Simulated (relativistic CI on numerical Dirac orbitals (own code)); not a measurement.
Calculated at this level of theory: Dirac-Coulomb-Breit CI, separate exchange-only KLI orbitals for each configuration, a model potential for QED, unscaled Slater integrals (own radial code, finite nucleus).

The strongest absorption lines from the ground level of an ion, among the configurations computed and to levels below about 12400 eV (vacuum wavelength in nm, gf): 0.10096 (0.45), 0.11580 (0.33), 0.11776 (0.7), 0.11787 (1.2), 0.11794 (2.1), 0.12042 (0.67), 0.13374 (2.2), 0.70885 (0.53).

(1) Which ion is it?
A. Ta LXVII
B. Pm LV
C. At LXXIX
D. Ta LXV

## Answers

(1) A. Ta LXVII has 7 electrons and the ground level 2s²2p³ ²P°3/2; the strongest line goes to 2s²2p²3d ²D5/2. The pattern of lines fixes the number of electrons, and along that sequence the line energies rise steadily with the charge (about as its square where n changes within one kind of shell, about linearly where n is kept but much faster in heavy ions where fine structure, which grows about as Z⁴, sets the gap, and irregularly where shells cross), which fixes Z. Configurations outside the model, such as inner-shell arrays, can give stronger lines. At this charge energies of transitions that change n are usually good to better than 1 %, and those within a shell (Δn = 0) to a few per cent.

LS names give the leading component of a level, which can be under half, so a name can repeat, a term be missing and a line seem to break the LS rules.
